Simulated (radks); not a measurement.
Problem. The indium ion In3+, 46 electrons, occupied as [Ar] 3d10 4s2 4p5.5 4d10 4f0.5 (fractional occupations, a model configuration). Method: Dirac Kohn-Sham, AM05, spin-unpolarised, spherical densities, finite nucleus; open shells fill j = l - 1/2 first; Fermi nuclear charge, rms radius 4.6156 fm; computed with a radial shooting solver on a logarithmic mesh with Libxc functionals. Some entries of the table are withheld. Estimate them.

orbital,occ.,eigenvalue (hartree),<1/r> (bohr^-1)
1s1/2,2,-1019.499,51.81
2s1/2,2,-153.7836,11.99
2p1/2,2,(1),11.98
2p3/2,4,(2),11.19
3s1/2,2,(3),4.223
3p1/2,2,-26.12411,(4)
3p3/2,4,-24.72595,(5)
3d3/2,4,-17.40412,3.785
3d5/2,6,-17.11732,3.735
4s1/2,2,-5.69486,1.651
4p1/2,2,-4.33837,1.535
4p3/2,3.5,-4.08917,1.473
4d3/2,4,-1.96994,(6)
4d5/2,6,-1.93574,(7)
5s1/2,0,-1.30875,0.6026
5p1/2,0,-1.00331,0.5180
5p3/2,0,-0.97295,0.5017
5d3/2,0,(8),(9)
5d5/2,0,(10),(11)
4f5/2,0.5,-0.40414,0.2968
4f7/2,0,-0.40403,0.2964
5f5/2,0,-0.24682,0.2023
5f7/2,0,-0.24671,0.2019

Solution. 
(1) 2p1/2 eigenvalue (hartree): -143.5590
(2) 2p3/2 eigenvalue (hartree): -135.8218
(3) 3s1/2 eigenvalue (hartree): -30.25384
(4) 3p1/2 <1/r> (bohr^-1): 4.133
(5) 3p3/2 <1/r> (bohr^-1): 3.940
(6) 4d3/2 <1/r> (bohr^-1): 1.190
(7) 4d5/2 <1/r> (bohr^-1): 1.175
(8) 5d3/2 eigenvalue (hartree): -0.58767
(9) 5d3/2 <1/r> (bohr^-1): 0.3510
(10) 5d5/2 eigenvalue (hartree): -0.58448
(11) 5d5/2 <1/r> (bohr^-1): 0.3488
